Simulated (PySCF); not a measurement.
Several orderings of computed values.

Each SMILES stands for a single optimised conformer of the isolated species, non-relativistic unless stated; the electronic structure was computed with PySCF and density fitting.

The conformers computed, where there is a choice (atom-mapped SMILES and torsion angles):
- `[CH3:1][S:2][CH2:3][C:4]1([SH:5])[CH2:6][SiH2:7][CH2:8]1`: C1–S2–C3–C4 173°, S2–C3–C4–S5 178°, H–S5–C4–C3 68°
- `[CH3:1][CH2:2][S:3][C@@H:4]1[CH2:5][Si@@H:6]1[S:7][CH3:8]`: C1–C2–S3–C4 64°, C2–S3–C4–C5 135°, C5–Si6–S7–C8 76°
- `[CH3:1][C:2]#[C:3][Si@:4]([NH2:5])([C:6]#[N:7])[CH2:8][NH:9][CH3:10]`: C3–Si4–C8–N9 178°, Si4–C8–N9–C10 176°, H–N5–Si4–C3 -61°, H–N5–Si4–C3 154°
- `[CH3:1][S:2][C@@H:3]1[CH2:4][CH2:5][Si@@H:6]1[S:7][CH3:8]`: C1–S2–C3–C4 -69°, C5–Si6–S7–C8 -155°
- `[CH3:1][CH:2]([CH3:3])[S:4][Si:5]1([SH:6])[CH2:7][CH2:8]1`: C1–C2–S4–Si5 -71°, C2–S4–Si5–S6 -40°, H–S6–Si5–S4 -166°

The conformers of `CS[Si@H]1CCCSC1`, `C[C@@H]1[SiH2]SCC[C@@H]1S` and `[SiH3]C[C@@H]1CCSSC1` aren't listed.

(1) Rank by HOMO–LUMO gap, highest first (PBE0/pcSseg-1 at GFN2-xTB geometries).
A. `CCS[C@@H]1C[Si@@H]1SC`
B. `[SiH3]C[C@@H]1CCSSC1`
C. `CS[Si@H]1CCCSC1`
D. `CC#C[Si@](N)(C#N)CNC`
E. `C[C@@H]1[SiH2]SCC[C@@H]1S`
F. `CSCC1(S)C[SiH2]C1`

(2) Give the two extremes of that set in kcal/mol.

(3) Rank by HOMO energy, highest first (PBE0/pcSseg-1 at GFN2-xTB geometries).
A. `[SiH2]1CC(CSC)(C1)S`
B. `S1CCC[Si@@H](C1)SC`
C. `CCS[C@@H]1C[Si@@H]1SC`
D. `C([Si@@](C#N)(C#CC)N)NC`
E. `C[C@@H]1[SiH2]SCC[C@@H]1S`

(4) Rank by dipole moment, highest first (PBE0/pcSseg-1 at GFN2-xTB geometries).
A. `CSCC1(S)C[SiH2]C1`
B. `CNC[Si@@](N)(C#N)C#CC`
C. `CCS[C@@H]1C[Si@@H]1SC`
D. `CS[C@@H]1CC[Si@@H]1SC`
E. `CC(C)S[Si]1(S)CC1`

(5) By how much do the two ends of that ranking differ?

## Answers

(1) E (7.11 eV), C (6.66 eV), F (6.49 eV), D (6.23 eV), B (6.10 eV), A (5.74 eV).

(2) `CCS[C@@H]1C[Si@@H]1SC`: 132 kcal/mol; `C[C@@H]1[SiH2]SCC[C@@H]1S`: 164 kcal/mol.

(3) C (-6.03 eV), B (-6.29 eV), A (-6.42 eV), D (-6.67 eV), E (-6.84 eV).

(4) B (3.67 D), C (2.24 D), D (2.08 D), A (1.73 D), E (1.09 D).

(5) By 2.58 D, between `CC#C[Si@](N)(C#N)CNC` and `CC(C)S[Si]1(S)CC1`.
